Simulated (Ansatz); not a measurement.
## Molecular dynamics of Cl$_{2}$HInO

Input:

```yaml
crystal:
  periodic: [false, false, false]
  atoms:
    - { symbol: In, position_ang: [-0.008007, -0.034908, -0.021411] }
    - { symbol: O, position_ang: [0.007132, -0.125647, 1.967572] }
    - { symbol: H, position_ang: [-0.893888, -0.153318, 2.324453] }
    - { symbol: Cl, position_ang: [2.017975, 0.044879, -1.180428] }
    - { symbol: Cl, position_ang: [-2.032711, -0.012406, -1.213086] }
basis:
  gaussian: { orbitals: def2-SVP }
hamiltonian:
  xc: b3lyp
  dispersion: d4
md:
  timestep: 0.5
  n_steps: 500
  ensemble: nve
  temperature: 500.0
  initial_velocities: maxwell_boltzmann
  seed: 817383
  masses: [{ species: H, mass: 10.0 }]
```

Launched with:

```bash
$ ansatz run input.yaml --threads 2 --pin off --max-ram 3072MiB --backend cpu --events-out ev --progress --plain --runs-dir out
```

It starts from a relaxed structure.

Output, in part (step lines, the closing report, with atoms numbered from 0):

```
md step     0: t =     0.00 fs  T =   500.0 K  F+E_penalty+E_count = -32278.52420680 eV  E_kin = 0.193890 eV  conserved = -32278.33031680 eV  (25 SCF iters)
md step     1: t =     0.50 fs  T =   498.8 K  F+E_penalty+E_count = -32278.52372949 eV  E_kin = 0.193414 eV  conserved = -32278.33031542 eV  (28 SCF iters)
md step     2: t =     1.00 fs  T =   495.0 K  F+E_penalty+E_count = -32278.52225348 eV  E_kin = 0.191942 eV  conserved = -32278.33031187 eV  (28 SCF iters)
md step     3: t =     1.50 fs  T =   488.8 K  F+E_penalty+E_count = -32278.51983412 eV  E_kin = 0.189528 eV  conserved = -32278.33030644 eV  (28 SCF iters)
md step     4: t =     2.00 fs  T =   480.3 K  F+E_penalty+E_count = -32278.51655688 eV  E_kin = 0.186257 eV  conserved = -32278.33029946 eV  (28 SCF iters)
md step     5: t =     2.50 fs  T =   470.0 K  F+E_penalty+E_count = -32278.51253189 eV  E_kin = 0.182241 eV  conserved = -32278.33029135 eV  (29 SCF iters)
md step     6: t =     3.00 fs  T =   458.0 K  F+E_penalty+E_count = -32278.50788742 eV  E_kin = 0.177605 eV  conserved = -32278.33028260 eV  (28 SCF iters)
md step     7: t =     3.50 fs  T =   444.8 K  F+E_penalty+E_count = -32278.50276259 eV  E_kin = 0.172489 eV  conserved = -32278.33027356 eV  (28 SCF iters)
[... lines left out ...]
md step   497: t =   248.50 fs  T =   136.2 K  F+E_penalty+E_count = -32278.38306591 eV  E_kin = 0.052827 eV  conserved = -32278.33023846 eV  (23 SCF iters)
md step   498: t =   249.00 fs  T =   142.8 K  F+E_penalty+E_count = -32278.38561975 eV  E_kin = 0.055385 eV  conserved = -32278.33023479 eV  (27 SCF iters)
md step   499: t =   249.50 fs  T =   150.1 K  F+E_penalty+E_count = -32278.38844424 eV  E_kin = 0.058212 eV  conserved = -32278.33023175 eV  (22 SCF iters)
md step   500: t =   250.00 fs  T =   158.2 K  F+E_penalty+E_count = -32278.39158875 eV  E_kin = 0.061359 eV  conserved = -32278.33022966 eV  (27 SCF iters)
Total energy: -32278.39183741 eV, -1186.2090209448 hartree
Atom 0 at    -0.015912     0.043461     0.020261 Å, force     0.145667    -0.338344     1.111824 eV/Å
Atom 1 at     0.009496    -0.095845     2.088241 Å, force    -0.944076    -0.361944    -0.997815 eV/Å
Atom 2 at    -0.851372    -0.511995     2.363882 Å, force     0.917075     0.533105    -0.290695 eV/Å
Atom 3 at     1.931690    -0.057696    -1.276123 Å, force     0.080298     0.106838     0.124295 eV/Å
Atom 4 at    -1.933882    -0.075930    -1.317943 Å, force    -0.198964     0.060346     0.052392 eV/Å
Dipole moment:    -0.255516    -0.012634     0.251410 e Å
```

The steps, from the saved trajectory:

```json
{"time (fs)": "0", "T (K)": "500", "potential energy less start (eV)": "0.000", "conserved less start (meV/atom)": "0.00"}
{"time (fs)": "8", "T (K)": "323", "potential energy less start (eV)": "0.069", "conserved less start (meV/atom)": "0.02"}
{"time (fs)": "16", "T (K)": "198", "potential energy less start (eV)": "0.117", "conserved less start (meV/atom)": "0.02"}
{"time (fs)": "24", "T (K)": "340", "potential energy less start (eV)": "0.062", "conserved less start (meV/atom)": "0.01"}
{"time (fs)": "32", "T (K)": "409", "potential energy less start (eV)": "0.035", "conserved less start (meV/atom)": "0.01"}
{"time (fs)": "40", "T (K)": "196", "potential energy less start (eV)": "0.118", "conserved less start (meV/atom)": "0.02"}
{"time (fs)": "48", "T (K)": "171", "potential energy less start (eV)": "0.128", "conserved less start (meV/atom)": "0.02"}
{"time (fs)": "56", "T (K)": "342", "potential energy less start (eV)": "0.061", "conserved less start (meV/atom)": "0.00"}
{"time (fs)": "64", "T (K)": "202", "potential energy less start (eV)": "0.116", "conserved less start (meV/atom)": "0.02"}
{"time (fs)": "72", "T (K)": "32", "potential energy less start (eV)": "0.182", "conserved less start (meV/atom)": "0.02"}
{"time (fs)": "80", "T (K)": "151", "potential energy less start (eV)": "0.135", "conserved less start (meV/atom)": "0.01"}
{"time (fs)": "88", "T (K)": "294", "potential energy less start (eV)": "0.080", "conserved less start (meV/atom)": "0.00"}
{"time (fs)": "96", "T (K)": "91", "potential energy less start (eV)": "0.159", "conserved less start (meV/atom)": "0.02"}
{"time (fs)": "104", "T (K)": "66", "potential energy less start (eV)": "0.168", "conserved less start (meV/atom)": "0.02"}
{"time (fs)": "112", "T (K)": "307", "potential energy less start (eV)": "0.075", "conserved less start (meV/atom)": "0.00"}
{"time (fs)": "120", "T (K)": "221", "potential energy less start (eV)": "0.108", "conserved less start (meV/atom)": "0.01"}
{"time (fs)": "128", "T (K)": "85", "potential energy less start (eV)": "0.161", "conserved less start (meV/atom)": "0.02"}
{"time (fs)": "136", "T (K)": "224", "potential energy less start (eV)": "0.107", "conserved less start (meV/atom)": "0.01"}
{"time (fs)": "144", "T (K)": "390", "potential energy less start (eV)": "0.043", "conserved less start (meV/atom)": "0.00"}
{"time (fs)": "152", "T (K)": "266", "potential energy less start (eV)": "0.091", "conserved less start (meV/atom)": "0.02"}
{"time (fs)": "160", "T (K)": "206", "potential energy less start (eV)": "0.114", "conserved less start (meV/atom)": "0.02"}
{"time (fs)": "168", "T (K)": "452", "potential energy less start (eV)": "0.019", "conserved less start (meV/atom)": "0.00"}
{"time (fs)": "176", "T (K)": "401", "potential energy less start (eV)": "0.038", "conserved less start (meV/atom)": "0.01"}
{"time (fs)": "184", "T (K)": "207", "potential energy less start (eV)": "0.114", "conserved less start (meV/atom)": "0.02"}
{"time (fs)": "192", "T (K)": "289", "potential energy less start (eV)": "0.082", "conserved less start (meV/atom)": "0.02"}
{"time (fs)": "200", "T (K)": "469", "potential energy less start (eV)": "0.012", "conserved less start (meV/atom)": "0.00"}
{"time (fs)": "208", "T (K)": "308", "potential energy less start (eV)": "0.074", "conserved less start (meV/atom)": "0.01"}
{"time (fs)": "216", "T (K)": "172", "potential energy less start (eV)": "0.127", "conserved less start (meV/atom)": "0.02"}
{"time (fs)": "224", "T (K)": "373", "potential energy less start (eV)": "0.049", "conserved less start (meV/atom)": "0.00"}
{"time (fs)": "232", "T (K)": "310", "potential energy less start (eV)": "0.074", "conserved less start (meV/atom)": "0.01"}
{"time (fs)": "240", "T (K)": "91", "potential energy less start (eV)": "0.159", "conserved less start (meV/atom)": "0.02"}
{"time (fs)": "248", "T (K)": "130", "potential energy less start (eV)": "0.143", "conserved less start (meV/atom)": "0.01"}
```

The run went to its last step. The conserved energy stayed within 0.026 meV per atom of its start (net change 0.017 meV per atom), so the integration is sound. Over the second half the temperature averaged 0.55 of the 500 K drawn at the start: a run that starts near a minimum puts about half its kinetic energy into the potential. A run of 0.25 ps of so small a system gives no equilibrium averages.

The same pairs are bonded in the first frame and the last. Pairs count as bonded within 1.25 times the sum of covalent radii (0.12 Å more for H–H).

Last frame:

```xyz
5
Properties=species:S:1:pos:R:3
In -0.016 0.043 0.020
O 0.009 -0.096 2.088
H -0.851 -0.512 2.364
Cl 1.932 -0.058 -1.276
Cl -1.934 -0.076 -1.318
```

The run took 16 min on 2 threads of Arm Neoverse V1 (shared host), peak memory 0.18 GiB.
